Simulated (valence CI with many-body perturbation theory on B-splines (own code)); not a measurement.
## Missing levels of S¹⁰⁺

Computed by relativistic CI+MBPT: four valence electrons over a frozen Dirac-Fock core [He], radial functions for each j: 11 s, 11 p, 10 d, 8 f, 5 g, 2 h, with the one-electron correlation potential Σ1, the two-electron term Σ2, the three-electron term Σ3, Breit, model QED; selected CI, second order for the rest, scaled by the run's own slope (own B-spline code, finite nucleus).

No measured spectrum was set against this ion. As an estimate, levels of excited configurations hold to 0.05 to 0.15 % of their energy, terms of the ground configuration to about 0.5 %. Among the levels kept, up to 880 cm⁻¹ of a level comes from second order outside the variational space, and about a tenth of that is noise between levels of different J, which matters for small intervals.

```tsv
Level	E (cm⁻¹)
2s2 2p2 3P_0	0
2s2 2p2 3P_1	5202
2s2 2p2 3P_2	12384
2s2 2p2 1D_2	67335
2s2 2p2 1S_0	133250
2s 2p3 5S°_2	185980
2s 2p3 3D°_2	355140
2s 2p3 3D°_3	?
2s 2p3 3D°_1	355430
2s 2p3 3P°_0	417150
2s 2p3 3P°_1	?
2s 2p3 3P°_2	?
2s 2p3 1D°_2	?
2s 2p3 3S°_1	535590
2s 2p3 1P°_1	593020
2p4 3P_2	811930
2p4 3P_1	820750
2p4 3P_0	823890
2p4 1D_2	?
2p4 1S_0	?
```

**Question.** The levels stand in rising order. What does the calculation give for the missing energies?

**Answer.** 2s 2p3 3D°_3 355420; 2s 2p3 3P°_1 417190; 2s 2p3 3P°_2 417620; 2s 2p3 1D°_2 530600; 2p4 1D_2 868790; 2p4 1S_0 987360.
